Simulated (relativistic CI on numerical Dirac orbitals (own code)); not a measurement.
Radial Dirac CI calculation of I¹²⁺: levels, rates and radial parameters.

Command:

```sh
python run_levels.py task.json out
```

Input:

```
atom I  Z=53  charge=12  electrons=41
nucleus A=127  rms_radius_fm=4.7500
hamiltonian dirac-coulomb  breit=on  qed=on  c_scale=1
orbitals kli  potential=per-configuration
slater_scale 1
correlation none
mixing on
configurations
  [Kr] 4d5
  [Ar] 3d10 4s2 4p5 4d6
  [Kr] 4d4 4f
  [Ar] 3d10 4s2 4p4 4d7
  [Kr] 4d3 4f2
  [Kr] 4d4 5s
  [Ar] 3d10 4s 4p6 4d6
  [Kr] 4d4 5p
  [Ar] 3d10 4s2 4p5 4d5 4f
  [Kr] 4d3 5s2
  [Ar] 3d10 4p6 4d7
  [Kr] 4d3 4f 5s
  [Kr] 4d4 5d
  [Ar] 3d10 4s 4p6 4d5 4f
  [Kr] 4d3 5s 5p
  [Kr] 4d3 4f 5p
  [Kr] 4d3 5p2
  [Kr] 4d4 6s
  [Ar] 3d10 4s2 4p5 4d5 5s
  [Kr] 4d4 5f
  [Ar] 3d10 4s 4p5 4d7
  [Kr] 4d4 6p
  [Kr] 4d4 5g
  [Ar] 3d10 4s2 4p5 4d4 5s2
  [Ar] 3d10 4s2 4p5 4d5 5p
  [Kr] 4d4 6d
  [Kr] 4d4 7s
  [Ar] 3d10 4s2 4p4 4d6 5p
  [Kr] 4d4 6f
  [Kr] 4d4 7p
  [Ar] 3d10 4s 4p6 4d5 5s
  [Ar] 3d10 4s 4p6 4d4 5s2
  [Ar] 3d10 4s 4p5 4d6 5s
  [Ar] 3d10 4s 4p6 4d5 5p
  [Ar] 3d10 4p6 4d6 5s
  [Ar] 3d10 4p6 4d6 4f
end
```

Hardware: one thread of Intel Xeon Platinum 8259CL, on a shared host. Rates were computed among at most 60 levels.

(1) How large is the problem, and how long does it take?

## Answers

(1) 15924 determinants at the lowest M give 15924 levels; 311 SCF iterations in all; about 40 s of CPU and 0.98 GiB at the peak.
